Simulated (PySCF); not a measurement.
Sn(F)(OH) (FHOSn), SMILES [OH][Sn][F] (connectivity only; charge and spin as stated), neutral, multiplicity 1. Atoms are numbered in the order given.

```xyz
4

Sn    -0.3673     0.0267     0.0000
F      1.0829     1.3732     0.0000
O      0.8536    -1.5517     0.0000
H      1.7910    -1.2821     0.0000
```

Geometry: PBE-D3(BJ)/def2-TZVP. The def2 effective core potentials stand for the cores of Sn; spin–orbit coupling is left out. Other conformers were not sampled.

These are ωB97X/def2-TZVPD (PySCF) values and carry that method's errors.

Symmetry labels are those of the subgroup Cs that the program uses (full group Cs).

Computed valence orbital energies around the gap with their symmetry:
```csv
orbital,symmetry,energy (eV)
HOMO−7,A',-29.17
HOMO−6,A',-16.90
HOMO−5,A',-15.04
HOMO−4,A',-13.37
HOMO−3,A",-13.28
HOMO−2,A',-12.27
HOMO−1,A",-11.54
HOMO,A',-10.52
LUMO,A",-0.67
LUMO+1,A',1.04
LUMO+2,A',1.48
LUMO+3,A',1.83
```
